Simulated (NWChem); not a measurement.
## Atomisation of HAs

```
As
H 1 1.5504
```
Charge 0, spin multiplicity 3.

Everything below was run with NWChem. The geometry was optimised at UPBE/def2-SVP, a minimum by its harmonic frequencies.

Basis set: def2-TZVP. The atomisation energy is electronic alone: no zero-point, thermal, spin-orbit or counterpoise terms. No value is extrapolated to the basis-set limit. Free atoms are single determinants with multiplicities As 4, H 2. Correlated methods freeze the same cores in atoms and molecule, 9 orbitals in all.

The Hamiltonian is non-relativistic. The correlated methods keep 9 core orbitals frozen. This spin state was chosen for the runs; another may lie lower. The structure started from a generated list of species. The unpaired electrons of the parent sit in orbitals of symmetry b1 and b2 (C2v labels of the run); other states weren't searched. No SCF solution was tested for a lower state. Open-shell Hartree-Fock references start from PBE0 orbitals. Coupled-cluster values serve here as a point of comparison, not as the truth.

Problem. Order these methods by the atomisation energy they give, lowest first: CCSD(T), PBE0, r2SCAN, LDA (SVWN5), PBE.

Solution. CCSD(T) (62.7 kcal/mol), PBE0 (66.7 kcal/mol), PBE (68.0 kcal/mol), r2SCAN (68.9 kcal/mol), LDA (SVWN5) (78.3 kcal/mol)
